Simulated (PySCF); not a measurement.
# Correlation energy of K⁻ (potassium, charge -1)

[Ar] 4s2, closed-shell 1S. Calculation: PySCF 2.14, in dyall-acv3z; no relativity, point nucleus. Frozen: [Ar]; 2 electrons correlated; the 43 highest virtual orbitals of each spin left out.

With two correlated electrons CCSD is exact within the correlated space (frozen core and kept virtual orbitals).

```csv
level,correlation energy (mhartree)
CCSD,-21.10
```

Diagnostics: T1 = 0.062, D1 = 0.0870, largest double amplitude 0.101.

Question: Is a single reference adequate?

Answer: Not fully. T1 exceeds 0.03, a sign that the reference determinant is poor.
